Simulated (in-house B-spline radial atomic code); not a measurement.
A run on Mo (an excited or competing configuration) that did not converge. Method: scalar-relativistic (X2C) wB97X, spin-polarised, spherical fractional occupations, exact exchange averaged over the configuration, Fermi nucleus of rms radius 4.4091 fm; computed with a B-spline radial code for spherical atoms.

Command:
```bash
python run_scf.py task.json out
```
Settings (nuclear radius in fm, mass in u):
```
Z                42
configuration    [Ar] 3d10 4s2 4p5 4d5 5s1 6p1
hamiltonian      x2c
method           wb97x
spin_polarised   True
nucleus          fermi
rms_radius       4.4091
atomic_mass      97.9054
speed_of_light   137.035999084
exact_exchange   averaged over the configuration
```

First and last ten iterations of the last attempt (damped for 15 steps, keeping 80 % of the old Fock matrix, then DIIS):
```
 iter        energy (Eh)    residual
    1       -4039.084864    4.38e-01
    2       -4043.868003    2.49e-01
    3       -4045.341848    1.73e-01
    4       -4046.131958    1.26e-01
    5       -4046.554652    8.96e-02
    6       -4046.780389    6.76e-02
    7       -4046.899972    5.28e-02
    8       -4046.963231    4.09e-02
    9       -4046.996882    3.16e-02
   10       -4047.014918    2.46e-02
  111       -4047.039676    1.62e-05
  112       -4047.039676    5.42e-05
  113       -4047.039676    2.34e-05
  114       -4047.039676    5.24e-06
  115       -4047.039676    1.92e-06
  116       -4047.039676    1.22e-05
  117       -4047.039676    1.17e-05
  118       -4047.039676    1.15e-05
  119       -4047.039676    1.15e-05
  120       -4047.039676    1.22e-05
 not converged after 120 iterations
```

The smallest residual met was 1.9e-06; the threshold is about 4e-07. Over the last five steps the energy moves by less than 1e-08 hartree, but the orbitals didn't meet the threshold. Run time, properties included: 40 s on 1 thread of Arm Neoverse N1, on a shared host.
